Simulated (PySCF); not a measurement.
# `FC(F)[C@H]1OC[C@@H]1F`, C₄H₅F₃O

Molfile (atoms numbered from 1):
```
C4H5F3O
     RDKit          3D

 13 13  0  0  0  0  0  0  0  0999 V2000
    1.0166    2.2557   -0.8716 F   0  0  0  0  0  0  0  0  0  0  0  0
    1.0943    0.9077   -0.9202 C   0  0  0  0  0  0  0  0  0  0  0  0
    2.0507    0.5486   -0.0327 F   0  0  0  0  0  0  0  0  0  0  0  0
   -0.2511    0.2777   -0.5639 C   0  0  1  0  0  0  0  0  0  0  0  0
   -0.2555   -1.1283   -0.7907 O   0  0  0  0  0  0  0  0  0  0  0  0
   -0.5845   -1.4182    0.5752 C   0  0  0  0  0  0  0  0  0  0  0  0
   -0.5462    0.0709    0.9283 C   0  0  2  0  0  0  0  0  0  0  0  0
   -1.7342    0.5914    1.3467 F   0  0  0  0  0  0  0  0  0  0  0  0
    1.4302    0.6071   -1.9236 H   0  0  0  0  0  0  0  0  0  0  0  0
   -1.0464    0.7976   -1.1110 H   0  0  0  0  0  0  0  0  0  0  0  0
    0.1718   -2.0426    1.0524 H   0  0  0  0  0  0  0  0  0  0  0  0
   -1.5750   -1.8688    0.6665 H   0  0  0  0  0  0  0  0  0  0  0  0
    0.2247    0.4017    1.6268 H   0  0  0  0  0  0  0  0  0  0  0  0
  1  2  1  0
  2  3  1  0
  2  4  1  0
  4  5  1  0
  5  6  1  0
  6  7  1  0
  7  8  1  0
  7  4  1  0
  2  9  1  0
  4 10  1  6
  6 11  1  0
  6 12  1  0
  7 13  1  1
M  END
```

Theory: TDDFT BHandHLYP/def2-SVPD circular dichroism and optical rotation, one conformer, gas phase in PySCF 2.14.0. Geometry: GFN2-xTB.

The molecule is flexible and this is one conformer; a measurement averages over conformers. States above about 9.9 eV (minus the energy of the highest occupied orbital) lie near or above the ionisation threshold and depend on the basis.

Problem. Draw the ECD and absorption spectra from the lowest 16 states, each a Gaussian of half-width 0.3 eV at 1/e height.

Solution. 
| E (eV) | λ (nm) | Δε (L mol⁻¹ cm⁻¹) | ε (L mol⁻¹ cm⁻¹) |
| --- | --- | --- | --- |
| 7.43 | 167 | -0.18 | 1.41 |
| 7.58 | 163 | -0.73 | 5.82 |
| 7.73 | 160 | -1.84 | 14.6 |
| 7.88 | 157 | -2.80 | 23.4 |
| 8.03 | 154 | -2.76 | 34.5 |
| 8.18 | 152 | -2.64 | 100 |
| 8.33 | 149 | -5.10 | 349 |
| 8.48 | 146 | -10.88 | 838 |
| 8.63 | 144 | -15.86 | 1330 |
| 8.78 | 141 | -15.92 | 1510 |
| 8.93 | 139 | -14.56 | 1520 |
| 9.08 | 136 | -16.91 | 1700 |
| 9.23 | 134 | -18.57 | 2080 |
| 9.38 | 132 | -10.92 | 2540 |
| 9.53 | 130 | +5.59 | 3440 |
| 9.68 | 128 | +21.25 | 4980 |
| 9.83 | 126 | +25.25 | 5950 |
| 9.98 | 124 | +15.00 | 5130 |
| 10.13 | 122 | -0.14 | 3440 |
| 10.28 | 121 | -10.84 | 2560 |
| 10.43 | 119 | -16.99 | 2750 |

Δε uses R in velocity form, ε uses f in length form. Only the states computed contribute, so the short-wavelength end is incomplete.
